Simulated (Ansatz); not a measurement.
Reading a saddle point

A first-order saddle point of CH7BrSn, closed shell, PBE0-D4/def2-TZVP, with one imaginary mode of 892i cm⁻¹:

Sn1  (-0.548, -1.094, -0.245)
Br2  (2.473, -0.731, 0.488)
H3  (0.171, -1.651, -1.666)
H4  (-0.486, -1.964, 1.200)
H5  (-2.174, -0.620, -0.566)
H6  (0.981, 0.305, 0.259)
C7  (-0.032, 1.158, 0.118)
H8  (0.795, 1.825, 0.388)
H9  (-0.383, 1.483, -0.862)
H10  (-0.797, 1.291, 0.885)
(Å)

Ansatz 0.2.0; basis: def2-TZVPP and def2-QZVPP; cores frozen in the correlated methods. Filled d shells of the heavier atoms are correlated. Core potentials replace the inner electrons of the atoms past krypton. The def2 sets are not built for correlating such inner shells, so the correlated values are less sure here. Extrapolation: Hartree–Fock as exp(−7.88 √X), correlation as X^−2.97.

Task: Which contacts change along the imaginary mode, and what lies on either side? (A judgement: the text doesn't fix the answer.)

Result: By the calculation: The step is SnH₃Br ([Br][SnH3]) + CH₄ → CH₆Sn ([CH3][SnH3]) + HBr, with the molecules in contact on both sides. Shortening one way: Sn1–C7, Br2–H6; lengthening the same way: Sn1–Br2, H6–C7.
```tsv
pair	one side (Å)	saddle (Å)	other side (Å)
Sn1–C7	4.43	2.34	2.14
Br2–H6	3.22	1.83	1.43
Sn1–Br2	2.48	3.13	4.38
H6–C7	1.09	1.33	3.41
```

Task: Which side is lower, and how far does the saddle lie above each? (To be estimated.)

Result: The calculation gives: The side with Sn1–Br2, H6–C7 short is lower by 124.2 kJ/mol; the saddle lies 245.3 kJ/mol above it and 121.1 kJ/mol above the other (CCSD(T) at an estimated basis limit (MP2 extrapolated from triple and quadruple zeta, plus CCSD(T) − MP2 in triple zeta); electronic energies).

No T1 diagnostic of these runs exceeds 0.011. The start structure is not quite a true minimum (one mode of 26i cm⁻¹).

Labels in which every atom is bracketed show which atoms are joined, not bond orders.

For scale, one of the runs: CCSD(T)/def2-TZVPP, 227 basis functions, launched by `ansatz run in.yaml --threads 8 --pin off --events-out ev --progress --plain --max-ram 19148MiB`. Hardware: 8 CPU threads of a Oxide Virtual Turin-like, shared host. Wall time 66 s; peak host memory 4.2 GiB.
